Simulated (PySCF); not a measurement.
# Broadened absorption spectrum of C7H7NO

Compound: C7H7NO.
Structure used (GFN2-xTB), in Å, numbered top down from 1:
```
atom  x, y, z in Å
C1    -2.530   -0.116    0.557
C2    -1.437   -0.765   -0.252
O3    -1.646   -1.715   -0.971
C4    -0.072   -0.182   -0.130
C5     0.966   -0.757   -0.867
C6     2.240   -0.232   -0.769
C7     2.435    0.858    0.068
N8     1.463    1.413    0.772
C9     0.247    0.911    0.678
H10   -2.290   -0.165    1.617
H11   -3.468   -0.634    0.375
H12   -2.635    0.929    0.273
H13    0.746   -1.605   -1.499
H14    3.062   -0.655   -1.325
H15    3.410    1.311    0.184
H16   -0.498    1.413    1.280
```

Computed with TDDFT CAM-B3LYP/def2-SVPD, vertical, gas phase, core orbitals frozen in the response (PySCF).

Each state is given a Gaussian of 0.3 eV full width at half maximum, with ε(max) = 2.175×10⁸ f / Δν̃ (Δν̃ the width in cm⁻¹). The cross-section is σ = 3.8235×10⁻²¹ ε cm², given in Mb (10⁻¹⁸ cm²). The width is an assumption, not a result. The curve ends short of the highest state used, and states not computed would add to its high-energy end.

(E (eV), σ (Mb)): (3.51, 0.00), (3.62, 0.00), (3.73, 0.00), (3.83, 0.00), (3.94, 0.01), (4.04, 0.01), (4.15, 0.00), (4.26, 0.00), (4.36, 0.01), (4.47, 0.04), (4.57, 0.13), (4.68, 0.24), (4.79, 0.24), (4.89, 0.32), (5.00, 1.30), (5.10, 5.17), (5.21, 17.23), (5.32, 31.84), (5.42, 33.06), (5.53, 33.22), (5.63, 50.45), (5.74, 60.10), (5.85, 36.04), (5.95, 11.91), (6.06, 1.73), (6.16, 0.16), (6.27, 0.11), (6.38, 1.57), (6.48, 10.66), (6.59, 43.57)

(1) Locate the maxima and give the states behind the curve.

(2) Coming from long wavelengths, where does ε first pass 100 L mol⁻¹ cm⁻¹?

(3) On this curve, what absorbance would a 10⁻⁴ mol/L sample give at 280 nm over a 1 cm path?

Answers

(1) 262 nm (4.73 eV), ε about 66, made up of S2 (97%); 231 nm (5.38 eV), ε about 8900, made up of S4 (95%); 217 nm (5.72 eV), ε about 16000, made up of S5 (99%) (ε in L mol⁻¹ cm⁻¹; maxima over ε = 5, shares over 10%). At its high-energy end, 6.59 eV, the curve is still rising (ε about 11000, from S7). The states used: S1 3.96 eV (f 0.0000); S2 4.71 eV (f 0.0007); S3 5.13 eV (f 0.0034); S4 5.36 eV (f 0.095); S5 5.72 eV (f 0.176); S6 6.41 eV (f 0.0001); S7 6.74 eV (f 0.261); S8 7.19 eV (f 0.393).

(2) At about 253 nm (4.91 eV), 0.94 eV above S1.

(3) 280 nm is 4.428 eV, where ε is about 5.1 L mol⁻¹ cm⁻¹, so A = ε c l ≈ 0.00051 (Beer–Lambert, with the gas-phase spectrum and the assumed width).

One conformer stands for the species.
